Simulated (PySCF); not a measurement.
Compound: C₈H₁₂O₂Si.
Numbering: `[CH3:1][O:2][SiH2:3][O:4][CH2:5][c:6]1[cH:7][cH:8][cH:9][cH:10][cH:11]1` (hydrogens: H12, H13, H14 on C1; H15, H16 on Si3; H17, H18 on C5; H19 on C7; H20 on C8; H21 on C9; H22 on C10; H23 on C11)

Cartesian coordinates in Å at the PBE0-D3(BJ)/def2-SVP level; atoms count from 1:
```
atom  x, y, z in Å
C1     1.825   -0.657   -1.340
O2     2.146    0.527   -0.660
Si3    2.510    0.665    0.947
O4     1.232    0.315    1.955
C5    -0.019    0.955    1.862
C6    -0.867    0.364    0.765
C7    -1.216   -0.991    0.817
C8    -1.955   -1.572   -0.209
C9    -2.354   -0.804   -1.305
C10   -2.008    0.544   -1.367
C11   -1.266    1.123   -0.336
H12    2.423   -1.518   -0.987
H13    0.757   -0.906   -1.222
H14    2.031   -0.517   -2.412
H15    2.910    2.088    1.109
H16    3.568   -0.302    1.349
H17   -0.521    0.828    2.835
H18    0.095    2.043    1.696
H19   -0.889   -1.593    1.669
H20   -2.223   -2.630   -0.157
H21   -2.933   -1.259   -2.112
H22   -2.309    1.149   -2.225
H23   -0.978    2.176   -0.397
```

Theory: PySCF, PBE0-D3(BJ)/def2-SVP geometry optimisation, gas phase.

Masses are those of the commonest isotopes; rigid-rotor values at the optimised geometry. The values belong to one conformer with, in the numbering `[CH3:1][O:2][SiH2:3][O:4][CH2:5][c:6]1[cH:7][cH:8][cH:9][cH:10][cH:11]1`, C1–O2–Si3–O4 -66°, O2–Si3–O4–C5 -55°, Si3–O4–C5–C6 81°, O4–C5–C6–C7 60°.

(1) Give the principal moments of inertia and the rotational constants in cm⁻¹.

(2) Classify the top.

(3) Is it planar, by Δ = Ic − Ia − Ib?

(4) Give the other two planar moments, Paa and Pbb, and the rms extents of the mass along the axes.

(5) Where do the levels up to J = 3 lie, in cm⁻¹?

(6) Which lines would a microwave search look for?

(7) Estimate the classical rotational partition function at 25 K, 100 K and 500 K.

Answers

(1) Ia = 314.71, Ib = 732.15, Ic = 841.72 u·Å²; 505379 MHz·u·Å²/I gives 1606, 690.3 and 600.4 MHz, that is A = 0.05357, B = 0.02302, C = 0.02003 cm⁻¹.

(2) An asymmetric top; Ray's κ = -0.821.

(3) Not planar: Δ = Ic − Ia − Ib = -205.13 u·Å². For a rigid frame Δ = −2 Σ m c², so Σ m c² = 102.57 u·Å² lies off the ab plane: 25.73 from hydrogen and 76.83 from heavier atoms. The atom farthest from that plane is 2.29 Å away.

(4) Paa = Σ m a² = (Ib + Ic − Ia)/2 = 629.58 and Pbb = Σ m b² = (Ia + Ic − Ib)/2 = 212.14 u·Å². With the mass M = 168.06 u, the rms extents √(P/M) along a, b and c are 1.94, 1.12, 0.78 Å.

(5) Above 0(0,0):
J = 1: 1(0,1) 0.0431, 1(1,1) 0.0736, 1(1,0) 0.0766
J = 2: 2(0,2) 0.1289, 2(1,2) 0.1567, 2(1,1) 0.1657, 2(2,1) 0.2573, 2(2,0) 0.2575
J = 3: 3(0,3) 0.2573, 3(1,3) 0.2812, 3(1,2) 0.2992, 3(2,2) 0.3865, 3(2,1) 0.3875, 3(3,1) 0.5468, 3(3,0) 0.5468
Those of J = 1 are B + C, A + C and A + B.

(6) The dipole components are |μa| = 1.26 D, |μb| = 0.39 D, |μc| = 0.19 D. Intensities carry the squares of the components, which stand as 1.00 : 0.09 : 0.02 (a : b : c). Some lines, for components of 0.1 D or more:

```tsv
type	branch	J(Ka,Kc)	MHz	lower level (cm⁻¹)
c	Q	5(1,5) ← 5(0,5)	456	0.639
a	Q	3(1,2) ← 3(1,3)	539	0.281
c	Q	3(1,3) ← 3(0,3)	718	0.257
b	Q	3(1,2) ← 3(0,3)	1257	0.257
c	R	1(1,0) ← 0(0,0)	2296	0.000
b	Q	5(2,3) ← 5(1,4)	2447	0.699
a	R	2(1,2) ← 1(1,1)	2492	0.074
a	R	2(0,2) ← 1(0,1)	2575	0.043
c	Q	3(2,2) ← 3(1,2)	2616	0.299
b	R	4(1,3) ← 3(2,2)	2713	0.386
b	Q	3(3,0) ← 3(2,1)	4775	0.388
c	R	3(1,2) ← 2(0,2)	5104	0.129
a	R	4(1,3) ← 3(1,2)	5329	0.299
b	R	4(1,4) ← 3(0,3)	5690	0.257
a	R	5(1,5) ← 4(1,4)	6204	0.447
a	R	5(4,1) ← 4(4,0)	6467	0.943
c	R	3(3,1) ← 2(2,1)	8679	0.257
c	R	4(3,2) ← 3(2,2)	9981	0.386
b	R	5(5,0) ← 4(4,1)	15099	0.943
```

(7) Point group C1, symmetry number σ = 1; q = (√π/σ)·√((kT/h)³/(ABC)), k/h = 20836.6 MHz/K: 25800 at 25 K, 207000 at 100 K, 2310000 at 500 K.

No PBE0-D3(BJ)/def2-SVP frequencies stand behind this structure, so it isn't proved a minimum. These are rigid-rotor constants of the computed structure; measured ground-state constants (B0) also hold zero-point vibration. A rigid rotor knows nothing of internal rotation, which can split or shift real lines.
